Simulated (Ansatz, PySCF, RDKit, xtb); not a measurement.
Dimer: CH4O (SMILES CO) (first 6 atoms) with CH2O (SMILES C=O); geometry from B3LYP-D3(BJ)/def2-TZVP, rigid monomers moved along the line of their centres of mass till O2···C7 is 4.89 Å.
(charge 0, multiplicity 1):
```xyz
10

C      0.311    -0.560     0.250
O     -0.373     0.622     0.663
H      0.857    -0.404    -0.685
H     -0.451    -1.320     0.083
H      1.003    -0.915     1.020
H      0.279     1.319     0.790
C     -0.358     0.261     5.535
O      0.798     0.064     5.799
H     -0.811     1.269     5.584
H     -1.046    -0.555     5.249
```

Counterpoise-corrected where a basis set is named; no monomer relaxation. Rows marked so take none.

Rows in 6-31G* carry no dispersion term and start afresh at each structure (6-31G* with six Cartesian d functions). MP2/6-31G* freezes PySCF's default core.

Programs: Ansatz (a program for electronic structure) with Gaussian orbitals; PySCF for 6-31G* rows, the dispersion terms; RDKit for the force fields; xtb for the GFN methods. 

```json
[
 {"level": "MMFF94", "interaction energy (meV)": "-42.3"},
 {"level": "GFN-FF", "interaction energy (meV)": "-28.8"},
 {"level": "GFN1-xTB", "interaction energy (meV)": "-29.1"},
 {"level": "HF/6-31G*", "interaction energy (meV)": "-28.6"},
 {"level": "HF/6-31G* (no counterpoise)", "interaction energy (meV)": "-28.9"},
 {"level": "PBE/def2-TZVPPD", "interaction energy (meV)": "-22.5"},
 {"level": "BP86/6-31G* (no counterpoise)", "interaction energy (meV)": "-17.3"},
 {"level": "B3LYP-D3(BJ)/def2-TZVPPD", "interaction energy (meV)": "-27.5"},
 {"level": "MP2/6-31G*", "interaction energy (meV)": "(withheld)"}
]
```

Question: Complete the blanks.

Answer: 
- MP2/6-31G*, interaction energy (meV): -24.0
